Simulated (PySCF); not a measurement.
C3H9ClSi2, SMILES C/C=C(/[SiH3])[SiH2]Cl. Heavy atoms are numbered as in [CH3:1]/[CH:2]=[C:3](/[SiH3:4])[SiH2:5][Cl:6]. Hydrogens are named by the atom that carries them.

Coordinates come from a PBE0-D3(BJ)/def2-SVP optimisation. The structure was generated by enumeration; whether it is a known compound was not checked. One conformer was computed; it need not be the lowest.

These are PBE/def2-TZVP (PySCF) values and carry that method's errors.

ESP charges are fitted to the potential on shells at 1.4 to 2.0 van der Waals radii. Atomic charges (e), one atom of each kind:

```csv
atom,ESP fit,Löwdin
C1 (CH3),-0.52,-0.29
C2 (CH),0.08,___
C3,-0.06,-0.39
Si4 (SiH3),0.01,0.25
Si5 (SiH2),0.06,___
Cl6,-0.13,0.20
H on C1,0.17,___
H on C2,0.08,___
H on Si4,-0.01,___
H on Si5,0.00,-0.03
```

Task: Complete the blanks. (An estimate is asked for; the answer gives what the named calculation found.)

Result: 
- C2 (CH), Löwdin: -0.17
- Si5 (SiH2), Löwdin: -0.02
- H on C1, Löwdin: 0.14
- H on C2, Löwdin: 0.15
- H on Si4, Löwdin: -0.03

Computed Mayer and Wiberg (Löwdin basis) orders of the bonds:
```json
[
 {"bond": "C1–C2", "Mayer": "0.99", "Wiberg": "1.33"},
 {"bond": "C2–C3", "Mayer": "1.76", "Wiberg": "1.94"},
 {"bond": "C3–Si4", "Mayer": "0.98", "Wiberg": "1.13"},
 {"bond": "C3–Si5", "Mayer": "1.00", "Wiberg": "1.12"},
 {"bond": "Si5–Cl6", "Mayer": "1.14", "Wiberg": "1.80"}
]
```
